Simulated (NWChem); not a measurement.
System: C3H6OSi; SMILES [SiH3][C@@H]1C=CO1

Input file for NWChem:

```
start job
memory heap 200 mb stack 900 mb global 1100 mb
geometry units angstroms noautoz
  Si    -0.008272    -1.607181     0.150879
  C      0.071166     0.116408    -0.644424
  C      1.038607     1.100485    -0.044879
  C     -0.044553     1.748433     0.416696
  O     -1.016223     0.935594    -0.103606
  H      1.201558    -2.387634    -0.253016
  H     -0.036348    -1.442989     1.632100
  H     -1.227188    -2.334542    -0.313114
  H      0.012651     0.090928    -1.746171
  H      2.118398     1.205850     0.003761
  H     -0.304245     2.617492     1.025466
end
basis spherical
  Si library 6-31g*
  C library 6-31g*
  O library 6-31g*
  H library 6-31g*
end
dft
  xc m06-2x
  iterations 150
  vectors input atomic output neutral.movecs
end
task dft energy
charge 1
dft
  odft
  mult 2
  vectors input atomic output cation.movecs
end
task dft energy
```

Coordinates come from a PBE0/def2-SVP optimisation.

Ions are spin-unrestricted doublets at the neutral geometry; other ion states weren't tried.

Task: Give the results of this calculation. (M06-2X/6-31G* (spherical d), vertical spin-unrestricted ions.) Quantities: vertical ionisation energy, ΔSCF (eV); −ε(HOMO) (eV).

Result: 
```json
{
  "vertical ionisation energy, ΔSCF (eV)": "8.90",
  "−ε(HOMO) (eV)": "7.72"
}
```
